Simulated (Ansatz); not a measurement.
Frontier orbitals of C$_{7}$H$_{18}$FN$_{2}$Ta (`C[N](C)[Ta]([CH3])([F])=[N]C(C)(C)C`).

The species carries charge 0 and has multiplicity 1. Correlated methods include outer-core shells of Ta, which these sets cover unevenly. Ta: def2 effective core potential. All single points use the PBE0-D4/def2-TZVP geometry. It is one conformer, not always the lowest. Basis def2-TZVPP, Ansatz.

```tsv
functional	HOMO (eV)	LUMO (eV)	gap (eV)
LDA (SPW92)	-5.68	-1.51	4.17
PBE	-5.51	-1.26	4.25
PBE0	-6.77	-0.38	6.39
B3LYP	-6.56	-0.63	5.93
CAM-B3LYP	-8.13	0.70	8.83
ωB97M-V	-9.07	1.40	10.47
```

Against PBE, PBE0 changes HOMO and LUMO by −1.25 and +0.88 eV, ωB97M-V by −3.56 and +2.66 eV. A gap of 4.25 eV thus becomes 10.47 eV for the same molecule, so an orbital gap means little without its functional. A positive LUMO is unbound and depends on the basis.

B3LYP here is the variant with VWN-RPA as its local correlation; programs differ in this.
